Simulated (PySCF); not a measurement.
C3H10OSi.
Z-matrix (Å and degrees, PBE0-D3(BJ)/def2-SVP geometry), rows numbered from 1:
```
C 
C   1  1.5174
C   2  1.5167  1  112.98
O   2  1.4201  1  108.84  3   120.52
Si  4  1.6622  2  122.97  1   112.22
H   1  1.1005  2  111.16  3    59.36
H   1  1.1008  2  109.83  3   -60.89
H   1  1.1001  2  110.64  3   179.83
H   2  1.1102  1  108.39  3  -120.05
H   3  1.0998  2  110.53  1   179.90
H   3  1.1004  2  111.13  1   -59.54
H   3  1.1009  2  109.85  1    60.71
H   5  1.4979  4  111.08  2    59.85
H   5  1.4879  4  106.76  2   179.80
H   5  1.4981  4  111.32  2   -60.24
```

Method used: TDDFT PBE0/def2-SVPD, vertical, gas phase, core orbitals frozen in the response (PySCF).

| state | E (eV) | E (kJ/mol) | λ (nm) | f | main configurations (H = HOMO, L = LUMO) |
| --- | --- | --- | --- | --- | --- |
| S1 | 6.83 | 659 | 181.6 | 0.0027 | H→L (96%) |
| S2 | 7.62 | 735 | 162.7 | 0.015 | H-1→L (96%) |
| S3 | 7.66 | 739 | 161.8 | 0.015 | H→L+1 (97%) |
| S4 | 7.97 | 769 | 155.6 | 0.0002 | H→L+2 (53%), H→L+3 (44%) |
| S5 | 8.25 | 796 | 150.3 | 0.041 | H→L+3 (51%), H→L+2 (43%) |
| S6 | 8.33 | 804 | 148.8 | 0.0049 | H-1→L+1 (35%), H-2→L (34%), H→L+4 (17%) |
| S7 | 8.40 | 811 | 147.5 | 0.016 | H→L+4 (45%), H-2→L (40%), H→L+5 (10%) |
| S8 | 8.51 | 821 | 145.7 | 0.038 | H-1→L+1 (49%), H→L+4 (30%), H-2→L (14%) |
| S9 | 8.75 | 844 | 141.7 | 0.0054 | H→L+5 (71%), H-1→L+1 (9%) |
| S10 | 8.77 | 846 | 141.4 | 0.071 | H-1→L+2 (48%), H-1→L+3 (36%), H-3→L (10%) |

Triplets (Tamm–Dancoff): T1 6.53 eV, H→L (91%); T2 7.26 eV, H-1→L (85%); T3 7.43 eV, H→L+1 (86%); T4 7.71 eV, H→L+3 (55%), H→L+2 (33%).

The lowest singlet lies at 6.83 eV (182 nm, vacuum ultraviolet) and is very weak; its leading configuration is HOMO→LUMO (96%). The most intense listed level is S10 at 8.77 eV (141 nm, f = 0.071), 1.94 eV above S1. It is the last of those listed, so stronger ones may follow. Löwdin shares by element: HOMO oxygen 48%, silicon 13%, hydrogen 8% or more, carbon 7% or more (atoms not listed hold the other 24%); LUMO silicon 33%, hydrogen 28% or more (atoms not listed hold the other 39%). Weighted by f, the mean energy of these states is 8.39 eV. The oscillator strengths of these states sum to 0.210; summed over the whole spectrum of an exact calculation they would give the number of electrons, 50 (Thomas–Reiche–Kuhn). The listed states span 1.94 eV, and the widest gap between neighbours is 0.79 eV (S1 to S2). The vertical ionisation energy (ΔSCF) is 9.95 eV, 1.18 eV above S10. Singlets were solved by full linear response, triplets in the Tamm–Dancoff approximation.

One conformer stands for the species.
